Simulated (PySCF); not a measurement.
PySCF input:

```python
from pyscf import gto, scf, dft

mol = gto.M(
    atom='''
    Si    0.47066539   -0.16821230    0.69309430
    Br   -0.30554667   -1.77990946   -0.68183742
    Br   -0.46397419    1.84856812    0.30636999
    N     2.13808283   -0.00716241    0.36907210
    H     2.72414256   -0.81146223    0.20598770
    H     2.65319225    0.81351818    0.64854732
    ''',
    basis='def2-tzvpd',
    charge=0,
    spin=1,
    verbose=4,
)

mf = scf.UHF(mol).density_fit(auxbasis='def2-universal-jkfit')
mf.conv_tol = 1e-9
mf.max_cycle = 100
mf.max_memory = 1500
mf.kernel()
if not mf.converged:
    mf = mf.newton()
    mf.kernel(mf.make_rdm1())
for _ in range(2):
    mo, _, stable, _ = mf.stability(return_status=True)
    if stable:
        break
    mf.kernel(mf.make_rdm1(mo, mf.mo_occ))
mf.analyze()
```

### Question
Which total energy does the run end on?

### Answer
-5489.51644 Eh (HF/def2-TZVPD).

It need not be the lowest isomer of its formula.
